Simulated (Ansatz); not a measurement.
Ansatz (a program for electronic structure) input:

Ansatz 0.2 input:
```yaml
crystal:
  periodic: [false, false, false]
  atoms:
    - {symbol: C, position_ang: [-1.48889913, -1.37204895, 0.01822211]}
    - {symbol: N, position_ang: [-0.24473335, -0.76946525, 0.59240763]}
    - {symbol: C, position_ang: [0.90635820, -1.72540911, 0.54877063]}
    - {symbol: Ge, position_ang: [0.20672412, 0.97513027, -0.28382941]}
    - {symbol: H, position_ang: [-1.31967311, -1.58987480, -1.03411687]}
    - {symbol: H, position_ang: [-1.72241457, -2.29460688, 0.54669421]}
    - {symbol: H, position_ang: [-2.31367069, -0.67076315, 0.12158638]}
    - {symbol: H, position_ang: [-0.43098150, -0.55924100, 1.57327388]}
    - {symbol: H, position_ang: [1.77249409, -1.27357431, 1.02667020]}
    - {symbol: H, position_ang: [0.63615854, -2.64255520, 1.06911718]}
    - {symbol: H, position_ang: [1.13485043, -1.95197820, -0.49044091]}
    - {symbol: H, position_ang: [0.45935614, 0.53172064, -1.71970566]}
    - {symbol: H, position_ang: [1.43623098, 1.42478967, 0.49668856]}
    - {symbol: H, position_ang: [-1.05914308, 1.79291955, -0.05603577]}
basis:
  gaussian:
    orbitals: cc-pVQZ
total_charge: 1
magnetization: {spin_polarized: false}
correlation: {method: ccsd_t, electrons: outside_noble_gas}
```

Question: What final total energy does it print?

Answer: -2212.06610 Eh (CCSD(T)/cc-pVQZ). The basis has 533 functions.

It need not be the lowest isomer of its formula.
